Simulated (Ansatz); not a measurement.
Reaction (cleavage of the Ge–B bond): `O[SiH2][BH][GeH3]` + CH₃SH → `C[S][GeH3]` + `B[SiH2]O`

Computed with Ansatz on PBE0-D4/def2-TZVP structures; ΔE is electronic, products minus reactants. CCSD(T)/CBS is the MP2 limit (def2-TZVPP, def2-QZVPP) plus CCSD(T) − MP2 in def2-TZVPP, frozen cores. This one scheme is used for every species. Functionals use def2-TZVPP. B3LYP here is the variant with VWN-RPA as its local correlation; programs differ in this. For Ge outer-core shells are correlated without core-valence functions, which leaves a few kJ/mol of doubt a bond. Scalar relativity is left out up to krypton. Each species was taken in one conformer, which may not be the lowest.

`O[SiH2][BH][GeH3]`:

Z-matrix (Å, degrees):
```
Si
B 1 2.000
O 1 1.654 2 114.6
H 1 1.486 2 113.2 3 -120.6
H 1 1.500 2 104.4 3 122.2
Ge 2 2.058 1 122.9 3 -13.4
H 2 1.197 1 119.6 3 167.9
H 3 0.958 1 117.1 2 41.7
H 6 1.543 2 107.5 1 102.1
H 6 1.544 2 113.0 1 -15.4
H 6 1.539 2 113.8 1 -138.8
```

CH₃SH:

Z-matrix (Å, degrees):
```
C
S 1 1.806
H 1 1.089 2 111.5
H 1 1.089 2 111.5 3 -123.8
H 1 1.090 2 106.2 3 118.1
H 2 1.342 1 97.1 3 61.9
```

`C[S][GeH3]`:

Z-matrix (Å, degrees):
```
C
S 1 1.813
H 1 1.090 2 106.7
H 1 1.090 2 111.3 3 118.5
H 1 1.090 2 111.3 3 -118.5
Ge 2 2.212 1 99.2 3 -180.0
H 6 1.533 2 106.6 1 179.9
H 6 1.540 2 109.9 1 59.8
H 6 1.540 2 109.9 1 -60.0
```

`B[SiH2]O`:

Z-matrix (Å, degrees):
```
Si
O 1 1.655
B 1 2.005 2 116.3
H 1 1.500 2 111.2 3 -120.2
H 1 1.486 2 105.1 3 123.8
H 2 0.958 1 117.3 3 44.7
H 3 1.197 1 119.0 2 169.2
H 3 1.197 1 124.0 2 -13.6
```

```csv
level,ΔE (kcal/mol),difference from CCSD(T)/CBS
B97M-V,-9.0,0.1
B3LYP-D4,-9.7,-0.6
CAM-B3LYP-D4,-9.5,-0.4
ωB97M-V,-9.8,-0.7
PBE-QIDH,-10.0,-0.9
revPBE,-8.5,0.6
CAM-B3LYP,-9.6,-0.5
RPA@PBE/def2-TZVPP,-8.9,0.2
CCSD/def2-SVP,-8.8,0.3
CCSD(T)/def2-SVP,-8.7,0.4
CCSD(T)/CBS,-9.1,0
```

Largest T1 diagnostic among the species: 0.013.

From PBE to PBE0 (25 % exact exchange), in def2-TZVPP and without D4, ΔE moves by −0.8 kcal/mol. Leaving LDA and LC-ωPBE aside and taking each functional with its dispersion term where it has one, the values, not all of them listed here, spread over 2.6 kcal/mol, from BHLYP-D4 to PBE-D4. LDA lies +1.6 kcal/mol from PBE without D4. In def2-TZVPP, CCSD(T) changes the Hartree–Fock value by +3.4 kcal/mol (the triples alone add +0.1 kcal/mol) and MP2 by +1.6 kcal/mol.
